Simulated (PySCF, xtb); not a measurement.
ClH4NSn, SMILES [NH2][SnH2][Cl].

GFN2-xTB (xtb) at its own geometry gives an orbital gap of 4.55 eV and a dipole moment of 2.81 D.

Geometry optimised at B3LYP-D3(BJ)/def2-SVP. The def2 effective core potentials stand for the cores of Sn; spin–orbit coupling is left out. The values are those of a single conformer.

**Question.** What does PBE/def2-TZVPD in PySCF give? (An estimate is asked for; the answer gives what the named calculation found.)

**Answer.** gap 4.58 eV (levels -6.47 and -1.89 eV), dipole 1.88 D.
